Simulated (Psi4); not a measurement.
Ga (SMILES [Ga+]), charge +1, singlet; B97M-V/cc-pVTZ run with Psi4.

Input for Psi4:
```
memory 2 GB

molecule {
1 1
Ga    0.00000000    0.00000000    0.00000000
}

set {
  basis cc-pvtz
  scf_type pk
  puream true
  d_convergence 1e-8
  dft_radial_points 99
  dft_spherical_points 590
}

energy('b97m-v')
print_variables()
```

The log (banner, timings and long lists left out):

```
   => Loading Basis Set <=

    Name: CC-PVTZ
    Role: ORBITAL
    Keyword: BASIS

         ---------------------------------------------------------
                                   SCF
               by Justin Turney, Rob Parrish, Andy Simmonett
                          and Daniel G. A. Smith
                              RKS Reference
         ---------------------------------------------------------

  ==> Geometry <==

    Molecular point group: d2h
    Geometry (in Angstrom), charge = 1, multiplicity = 1:

       Center              X                  Y                   Z               Mass
    ------------   -----------------  -----------------  -----------------  -----------------
         GA           0.000000000000     0.000000000000     0.000000000000    68.925573500000

  Running in d2h symmetry.

  Rotational constants: A = ************  B = ************  C = ************ [cm^-1]
  Rotational constants: A = ************  B = ************  C = ************ [MHz]
  Nuclear repulsion =    0.000000000000000

  Charge       = 1
  Multiplicity = 1
  Electrons    = 30
  Nalpha       = 15
  Nbeta        = 15

  ==> Algorithm <==

  SCF Algorithm Type is PK.
  DIIS enabled.
  MOM disabled.
  Fractional occupation disabled.
  Guess Type is CORE.
  Energy threshold   = 1.00e-06
  Density threshold  = 1.00e-08
  Integral threshold = 1.00e-12

  ==> Primary Basis <==

  Basis Set: CC-PVTZ
    Blend: CC-PVTZ
    Number of shells: 15
    Number of basis functions: 43
    Number of Cartesian functions: 49
    Spherical Harmonics?: true
    Max angular momentum: 3

  ==> DFT Potential <==

   => LibXC <=

    Version 7.1.2
    S. Lehtola, C. Steigemann, M. J. T. Oliveira, and M. A. L. Marques,  SoftwareX 7, 1–5 (2018) (10.1016/j.softx.2017.11.002)

   => Composite Functional: B97M-V <=

    B97M-V GGA Exchange-Correlation Functional

    N. Mardirossian and M. Head-Gordon,  J. Chem. Phys. 142, 074111 (2015) (10.1063/1.4907719)

    Deriv               =              1
    GGA                 =           TRUE
    Meta                =           TRUE

    Exchange Hybrid     =          FALSE
    MP2 Hybrid          =          FALSE

   => Exchange-Correlation Functionals <=

    1.0000   B97M-V exchange-correlation functional

   => LibXC Density Thresholds  <==

    XC_MGGA_XC_B97M_V:  1.00E-15

   => VV10 Non-Local Parameters <=

    VV10 B              =     6.0000E+00
    VV10 C              =     1.0000E-02

   => Molecular Quadrature <=

    Radial Scheme          =       TREUTLER
    Pruning Scheme         =           NONE
    Nuclear Scheme         =       TREUTLER

    Blocking Scheme        =         OCTREE
    BS radius alpha        =              1
    Pruning alpha          =              1
    Radial Points          =             99
    Spherical Points       =            590
    Total Points           =          53690
    Total Blocks           =            495
    Max Points             =            256
    Max Functions          =             43
    Weights Tolerance      =       1.00E-15

  ==> Integral Setup <==

  Using in-core PK algorithm.
   Calculation information:
      Number of atoms:                   1
      Number of AO shells:              15
      Number of primitives:            119
      Number of atomic orbitals:        49
      Number of basis functions:        43

      Integral cutoff                 1.00e-12
      Number of threads:                 1

  Performing in-core PK
  Using 895862 doubles for integral storage.
  We computed 7260 shell quartets total.
  Whereas there are 7260 unique shell quartets.

  ==> DiskJK: Disk-Based J/K Matrices <==

    J tasked:                  Yes
    K tasked:                   No
    wK tasked:                  No
    Schwarz Cutoff:          1E-12

  Minimum eigenvalue in the overlap matrix is 6.8957220730E-03.
  Reciprocal condition number of the overlap matrix is 3.3030242164E-03.
    Using symmetric orthogonalization.

  ==> Pre-Iterations <==

[...]
     B3g        3       3       1       1       1       0
     Au         1       1       0       0       0       0
     B1u        7       7       2       2       2       0
     B2u        7       7       3       3       3       0
     B3u        7       7       2       2       2       0
   -------------------------------------------------------
    Total      43      43      15      15      15       0
   -------------------------------------------------------

  ==> Iterations <==

                        Total Energy        Delta E     RMS |[F,P]|

    Occupation by irrep:
             Ag   B1g   B2g   B3g    Au   B1u   B2u   B3u
    DOCC [     5,    0,    1,    0,    0,    3,    3,    3 ]
    NA   [     5,    0,    1,    0,    0,    3,    3,    3 ]
    NB   [     5,    0,    1,    0,    0,    3,    3,    3 ]

   @RKS iter   1: -1915.86644254518637   -1.91587e+03   2.29497e-01 ADIIS
    Occupation by irrep:
             Ag   B1g   B2g   B3g    Au   B1u   B2u   B3u
    DOCC [     6,    1,    1,    1,    0,    2,    2,    2 ]
    NA   [     6,    1,    1,    1,    0,    2,    2,    2 ]
    NB   [     6,    1,    1,    1,    0,    2,    2,    2 ]

   @RKS iter   2: -1876.41294539850833    3.94535e+01   5.36975e-01 ADIIS
   @RKS iter   3: -1924.08455414002742   -4.76716e+01   5.08218e-02 DIIS/ADIIS
   @RKS iter   4: -1924.20687257086070   -1.22318e-01   2.37706e-02 DIIS/ADIIS
   @RKS iter   5: -1924.25039112574041   -4.35186e-02   3.21938e-03 DIIS/ADIIS
   @RKS iter   6: -1924.25118345722967   -7.92331e-04   1.80366e-04 DIIS/ADIIS
   @RKS iter   7: -1924.25118616509349   -2.70786e-06   2.72740e-06 DIIS
   @RKS iter   8: -1924.25118616564350   -5.50017e-10   1.21704e-07 DIIS
   @RKS iter   9: -1924.25118616564441   -9.09495e-13   2.18395e-09 DIIS
  Energy and wave function converged.

  ==> Post-Iterations <==

   Electrons on quadrature grid:
      Ntotal   =   30.0000000046 ; deviation = 4.587e-09

    Orbital Energies [Eh]
    ---------------------

    Doubly Occupied:

[...]
    Virtual:

[...]
       7B1u    1.620605

    Final Occupation by Irrep:
             Ag   B1g   B2g   B3g    Au   B1u   B2u   B3u
    DOCC [     6,    1,    1,    1,    0,    2,    2,    2 ]
    NA   [     6,    1,    1,    1,    0,    2,    2,    2 ]
    NB   [     6,    1,    1,    1,    0,    2,    2,    2 ]

  @RKS Final Energy: -1924.25118616564441

   => Energetics <=

    Nuclear Repulsion Energy =              0.0000000000000000
    One-Electron Energy =               -2674.2036352571640236
    Two-Electron Energy =                 824.3841876232505683
    DFT Exchange-Correlation Energy =     -74.5612533957421277
    Empirical Dispersion Energy =           0.0000000000000000
    VV10 Nonlocal Energy =                  0.1295148640112226
    Total Energy =                      -1924.2511861656444125

Computation Completed

Properties will be evaluated at   0.000000,   0.000000,   0.000000 [a0]

Properties computed using the SCF density matrix

 Multipole Moments:

 ------------------------------------------------------------------------------------
     Multipole            Electronic (a.u.)      Nuclear  (a.u.)        Total (a.u.)
 ------------------------------------------------------------------------------------

 L = 1.  Multiply by 2.5417464519 to convert [e a0] to [Debye]
 Dipole X            :          0.0000000            0.0000000            0.0000000
 Dipole Y            :          0.0000000            0.0000000            0.0000000
 Dipole Z            :          0.0000000            0.0000000            0.0000000
 Magnitude           :                                                    0.0000000

 ------------------------------------------------------------------------------------

  Variable Map:
  ----------------------------------------------------------------------------
[...]
  Array Variable Map:
  ----------------------------------------------------------------------------
[...]
[...]
```
